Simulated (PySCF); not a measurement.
An unknown shows these calculated signals:

¹H NMR (400 MHz, computed): δ 8.02 (m, 1H), 7.11 (m, 1H), 6.88 (m, 1H), 5.99 (m, 1H).

¹³C{¹H} NMR (computed): δ 175.6 (CH), 161.9 (C), 130.5 (CH2), 128.8 (CH), 117.6 (C).

No solvent model, relativity neglected, one conformer. Geometry: GFN2-xTB; GIAO PBE0/pcSseg-1 shieldings; PySCF.

Shifts are taken against calculated references (same method and geometry level): ¹H, ¹³C vs TMS.

Which of these does the molecule contain: an N-methyl group, a carboxylic acid, a non-aromatic C=C double bond, a benzene ring, a vinyl group CH=CH2?

Answers


- An N-methyl group: no.
- A carboxylic acid: no.
- A non-aromatic C=C double bond: yes.
- A benzene ring: no.
- A vinyl group CH=CH2: yes (δC 130.5, 128.8; δH 7.11 (m), 5.99 (m), 6.88 (m)).

The data belong to `O=C(/C(C=C)=C/F)F`, C$_{5}$H$_{4}$F$_{2}$O; they needn't prove each group on their own.

Carbon signals by region: 2 in the far downfield region (above 160 ppm), 3 in the sp2 and nitrile region (100–160 ppm). Above 160 ppm: 175.6, β carbon of a C=C–C=O unit, 161.9, carbonyl carbon.

Splittings by ¹⁹F in the carbon and heteronuclear signals aren't shown, as no couplings were computed. Shifts are as computed. Against solution values, carbons near 30 ppm lie about +3 ppm off and those near 130 ppm about +5 ppm. Of 1211 compounds with measured shifts, 218 miss one by over three times the rms of a fit or turn the order of signals round; such compounds aren't used in these exercises. No couplings were computed; multiplicities are counted from neighbouring protons, with m where these are inequivalent, close in shift, in a saturated or five-membered ring or joined by F or P, and br s for small geminal =CH2 splittings.
